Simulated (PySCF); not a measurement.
Gas-phase reaction: MgF₂ + 3 H → MgH + 2 HF

Energies from PySCF, thermal terms from the rigid-rotor harmonic-oscillator model, ideal gas at 1 bar. 'Table' is the NASA 1993 thermochemical table (part measured, part estimated). After a fit of one offset per element over all species, the range-separated, M06-2X, PBE0/def2-QZVP and CCSD(T)/def2-TZVPP enthalpies, where run, lie to one side of the table for MgH (+41 kJ/mol): a fault of the table's entry, another state or a shared error of the levels is possible; this was not checked at source. † marks an energy on the PBE0/def2-TZVP geometry and frequencies; other levels use their own. MP2 and CCSD(T) freeze the core. 6-31G* has spherical d functions here. Open shells (unrestricted): H (multiplicity 2), MgH (multiplicity 2); the rest are closed-shell singlets. B3LYP is the form with VWN-RPA correlation. For Mg the outer core is correlated in a valence basis, which is rough. For this reaction the table lies outside the span of B3LYP, CCSD(T), M06-2X, MP2, PBE0, r2SCAN, ωB97M-V, ωB97X-V in their largest bases here; which side is off was not settled. MP2 isn't extrapolated to the basis-set limit. CCSD(T) isn't extrapolated to the basis-set limit. The table's entry may be an old estimate for MgF₂, MgH (not checked at source).

| level | ΔH°(298 K), kJ |
|---|---|
| table | -303.3 |
| B3LYP/def2-TZVP† | -246.3 |
| BLYP/def2-TZVP† | … |
| CCSD(T)/def2-SVP† | -194.0 |
| HF/6-31G* | -66.7 |
| MP2/def2-SVP† | … |
| PBE/def2-TZVP† | … |
| PBE0/def2-TZVP | -235.6 |
| r2SCAN/def2-TZVP† | … |
| ωB97X-V/def2-TZVP† | -222.9 |

Q: Some entries are withheld; supply them.

A: 
- BLYP/def2-TZVP†, ΔH°(298 K), kJ: -234.7
- MP2/def2-SVP†, ΔH°(298 K), kJ: -145.7
- PBE/def2-TZVP†, ΔH°(298 K), kJ: -228.5
- r2SCAN/def2-TZVP†, ΔH°(298 K), kJ: -225.9
